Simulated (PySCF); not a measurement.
First SCF of a structure search on doublet ZrI3, at a hand-made trigonal planar geometry. PySCF input:

```python
from pyscf import gto, scf, dft
mol = gto.M(atom='''
Zr     0.000000     0.000000     0.000000
I      2.870000     0.000000     0.000000
I     -1.435000     2.485500     0.000000
I     -1.435000    -2.485500     0.000000''',
    basis={'Zr': 'def2-TZVP', 'I': 'def2-TZVP'},
    ecp={'Zr': 'def2-TZVP', 'I': 'def2-TZVP'},
    charge=0, spin=1)
mf = dft.UKS(mol, xc='B3LYP')
mf.grids.atom_grid = (50, 194)
aux = {'Zr': 'def2-universal-JKFIT', 'I': 'def2-universal-JKFIT'}
mf = mf.density_fit(auxbasis=aux)
mf.conv_tol = 1e-08
mf.diis_space = 10
mf.max_cycle = 60
mf.init_guess = 'huckel'
mf.verbose = 4
mf.kernel()
```

Excerpt of the output (cycles alone):

```
init E= -940.032223027875
cycle= 1 E= -925.536760494715  delta_E= 14.5  |g|= 4.81  |ddm|= 4.53
cycle= 2 E= -891.203434525492  delta_E= 34.3  |g|= 5.41  |ddm|= 16.5
cycle= 3 E= -929.610467262043  delta_E= -38.4  |g|= 4.74  |ddm|= 16.2
cycle= 4 E= -919.012594759249  delta_E= 10.6  |g|=  5.7  |ddm|=  3.8
cycle= 5 E= -918.748255890661  delta_E= 0.264  |g|=  5.8  |ddm|= 0.981
cycle= 6 E= -920.602361039807  delta_E= -1.85  |g|= 5.64  |ddm|= 1.58
cycle= 7 E= -921.039113479269  delta_E= -0.437  |g|= 5.47  |ddm|= 1.21
cycle= 8 E= -922.458650756681  delta_E= -1.42  |g|= 5.38  |ddm|= 1.59
cycle= 9 E= -922.574282596753  delta_E= -0.116  |g|= 5.33  |ddm|= 0.444
cycle= 10 E= -922.653616091276  delta_E= -0.0793  |g|= 5.28  |ddm|= 0.375
cycle= 11 E= -924.216865587434  delta_E= -1.56  |g|= 5.02  |ddm|= 0.825
cycle= 12 E= -919.429957165603  delta_E= 4.79  |g|= 5.74  |ddm|= 1.96
cycle= 13 E= -891.131260378781  delta_E= 28.3  |g|= 5.58  |ddm|= 16.2
... 25 lines left out ...
cycle= 39 E= -940.65152063055  delta_E= -0.000283  |g|= 0.0042  |ddm|= 0.0313
cycle= 40 E= -940.651545876765  delta_E= -2.52e-05  |g|= 0.00182  |ddm|= 0.0103
cycle= 41 E= -940.651553057175  delta_E= -7.18e-06  |g|= 0.000777  |ddm|= 0.00642
cycle= 42 E= -940.651554155282  delta_E= -1.1e-06  |g|= 0.000363  |ddm|= 0.00268
cycle= 43 E= -940.651554373925  delta_E= -2.19e-07  |g|= 0.000123  |ddm|= 0.0011
cycle= 44 E= -940.651554419045  delta_E= -4.51e-08  |g|= 7.48e-05  |ddm|= 0.000556
cycle= 45 E= -940.651554431299  delta_E= -1.23e-08  |g|= 3.83e-05  |ddm|= 0.00027
cycle= 46 E= -940.651554435853  delta_E= -4.55e-09  |g|= 1.69e-05  |ddm|= 0.000201
Extra cycle  E= -940.651554435539  delta_E= 3.13e-10  |g|= 3.93e-05  |ddm|= 8.24e-05
converged SCF energy = -940.651554435539  <S^2> = 0.75448726  2S+1 = 2.0044822
```

No lower solution of this spin was found from smeared starts or by a stability analysis within the unrestricted form.

With open d or f shells other occupations or spin states may lie lower. No spin–orbit coupling is included, which matters more the heavier the element.

The search for the lowest solution, 3 starts and the stability check together, took 98 s on 4 threads of a shared Intel Xeon Platinum 8375C @ 2.90GHz (Ice Lake) host, with 190 basis functions; the process peaked at 0.81 GiB.
